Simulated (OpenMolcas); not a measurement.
**Ni2+: effect of the metal basis**

Ni2+ with its 6 nearest fluoride ions at 2.053 Å, on the Cd site of idealised cubic KCdF3 (a = 4.302 Å, distance in the model lattice 2.151 Å). The rest of the host is ab initio model potentials to 7.6 Å and point charges beyond; the distance is set by hand and nothing relaxes.

```yaml
Program: OpenMolcas
Method: "SS-CASPT2, IPEA 0.25 Eh, imaginary shift 0.1 Eh (closed shells correlated: 3s 3p and the ligand valence shells)"
Spin-orbit_coupling: RASSI with atomic mean-field integrals over the reference wave functions
```

Fixed: ligand basis ANO-RCC-VDZP, active space 8 electrons in 5 orbitals (3d), DKH2 Hamiltonian.

States (labels of O, the rotations of Oh). Energies in cm-1 above the lowest state or level, χT in cm3 K/mol.

| Run | Metal basis | Ground state | First state of that spin | First gap with spin-orbit (degeneracies) | χT at 300 K | First state of another spin | Cost |
| --- | --- | --- | --- | --- | --- | --- | --- |
| A | ANO-RCC-VDZP | 3A2 | 3T2 7730 | 7400 (3, 2) | 1.403 | 1E 14590 | roughly 80 core-seconds |
| B | ANO-RCC-VTZP | 3A2 | 3T2 7590 | 7280 (3, 2) | 1.405 | 1E 14220 | roughly 2.2 core-minutes |

Against A, the first state of the same spin changes by -1.8 % in B.

Costs are those of the CASPT2 steps.

Roots that are degenerate in the reference are averaged as groups; the widest CASPT2 spread within a group is 45 cm-1 (the 3-fold group of multiplicity 3 near 7590 cm-1 above the lowest state of its run, B). Shifts and gaps below about the spread of the groups concerned are not significant. Over all roots computed the reference weight is 0.72 to 0.73 in A, 0.72 to 0.73 in B; a low but even weight reflects the number of correlated electrons. A single d shell leaves out the double-shell effect, which counts most for late 3d ions, where the CASPT2 field can be off either way by tens of per cent. Ligand-to-metal charge-transfer states are missing. These CASPT2 states fit no ligand-field parameters well, so their order and spin gaps are uncertain. For late 3d ions with one d shell CASPT2 can put B and the spin-flip bands somewhat low as well as high. With one d shell and no ligand orbital active, 10Dq can be off by tens of per cent for divalent 3d ions, low with halides held by bare charges and at times high in hosts, and the orbital part of g and χT goes as 1/10Dq. Free-ion shares, where given, are those of the reference states; single-state CASPT2 does not remix them. No measured value stands beside these numbers; the geometry was set by hand and not optimised.
